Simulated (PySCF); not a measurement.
Compound: C8H7Si (doublet state).
Cartesian coordinates in Å at the GFN2-xTB level; atoms count from 1:
```xyz
16
C8H7Si angstrom
C      2.4804   -2.0069   -0.3506
C      1.4669   -1.3715   -0.2268
C      0.2522   -0.6675   -0.0820
C     -0.9429   -1.3794   -0.0766
C     -2.1526   -0.7270    0.0653
C     -2.1739    0.6594    0.2060
C     -1.0011    1.3760    0.2008
C      0.2496    0.7454    0.0564
Si     1.7918    1.7316    0.0503
H      3.3693   -2.5535   -0.4570
H     -0.9105   -2.4549   -0.1847
H     -3.0753   -1.2879    0.0682
H     -3.1188    1.1722    0.3182
H     -1.0322    2.4520    0.3095
H      3.1066    1.1488   -0.0898
H      1.6828    3.1721    0.1813
```

The hyperfine couplings belong to this conformer and change with its torsions.

Identity: `C#Cc1ccccc1[SiH2]` [radical].

Method: UKS B3LYP, pcH-1 on C H Si, non-relativistic, mean-field spin-orbit, GIAO (PySCF). Geometry: GFN2-xTB; no solvent, vibrations or thermal averaging. A GFN2-xTB geometry isn't a minimum of the functional, and hyperfine couplings can be far from their values at a DFT geometry, by a factor of two or more for some ions and for spin on atoms past the first row. Stability of the SCF solution: not tested.

Principal values of hyperfine tensors in MHz (contact, dipolar and spin–orbit terms together), for some of the nuclei:

| atom | isotope | A1 | A2 | A3 |
| --- | --- | --- | --- | --- |
| Si9 | 29Si | -306.90 | -44.09 | -43.43 |
| H15 | 1H | -61.54 | -45.22 | -43.00 |
| H16 | 1H | -58.54 | -42.30 | -39.81 |
| C8 | 13C | -38.26 | -23.34 | -21.73 |
| C3 | 13C | 2.76 | 3.49 | 34.38 |
| C5 | 13C | 1.49 | 2.54 | 33.81 |
| C7 | 13C | 2.67 | 3.32 | 31.18 |
| C6 | 13C | -19.58 | -7.58 | -6.70 |

Q: Split each tensor into its isotropic and traceless parts, and turn a_iso into mT with g = 2.0036.

A: a_iso = (A1 + A2 + A3)/3, Ti = Ai − a_iso; 1 mT corresponds to 28.043 MHz. The tensors hold a spin–orbit part: the run splits a_iso into a_FC + a_SO, and T includes its anisotropic share.

| atom | a_iso (MHz) | a_FC | a_SO | a_iso (mT) | T1 | T2 | T3 |
| --- | --- | --- | --- | --- | --- | --- | --- |
| Si9 | -131.48 | -132.60 | 1.13 | -4.688 | -175.42 | 87.38 | 88.04 |
| H15 | -49.92 | -49.94 | 0.02 | -1.780 | -11.62 | 4.70 | 6.92 |
| H16 | -46.89 | -46.91 | 0.02 | -1.672 | -11.66 | 4.59 | 7.07 |
| C8 | -27.78 | -27.78 | 0.00 | -0.991 | -10.49 | 4.44 | 6.05 |
| C3 | 13.54 | 13.57 | -0.02 | 0.483 | -10.79 | -10.05 | 20.84 |
| C5 | 12.61 | 12.63 | -0.02 | 0.450 | -11.12 | -10.08 | 21.20 |
| C7 | 12.39 | 12.41 | -0.01 | 0.442 | -9.72 | -9.07 | 18.79 |
| C6 | -11.29 | -11.30 | 0.01 | -0.402 | -8.30 | 3.71 | 4.59 |

Q: What spin density at the nucleus of C6 lies behind its contact coupling (g_N = 1.40482)?

A: a_FC = 800.24 MHz bohr³ × g_N × ρ(0)/(2S). With a_FC = -11.30 MHz and 2S = 1, ρ(0) = -0.01005 bohr⁻³.

Q: C4 (13C, g_N = 1.40482) isn't in the table. Its spin density at the nucleus is -0.01047 bohr⁻³. What is its contact coupling?

A: By the same relation, a_FC = -11.77 MHz. Its full tensor has the principal values -20.18, -8.01, -7.11 MHz.

Q: Which nucleus of the table has the largest anisotropic coupling, and what is its form?

A: Si9: -175.4, 87.4, 88.0 MHz (the dipolar term alone has -174.4, 86.9, 87.5), axial, in the ratio +1:+1:−2, the form that spin in one p orbital centred on that nucleus gives (the nuclear moment is negative).

Q: What first-order splitting does H15 cause when the field lies along A1, A2 or A3 of its tensor (g taken as isotropic, no quadrupole term)?

A: 2 lines (I = 1/2), spaced by |A_i|/(g × 13.996): 2.19, 1.61, 1.53 mT along the axes of A1, A2 and A3.

The run took 2.0 min of wall time (with the writing of density and orbital grids) on Arm Neoverse V1, one thread, no GPU, shared host, and the process peaked at 0.98 GiB of memory.
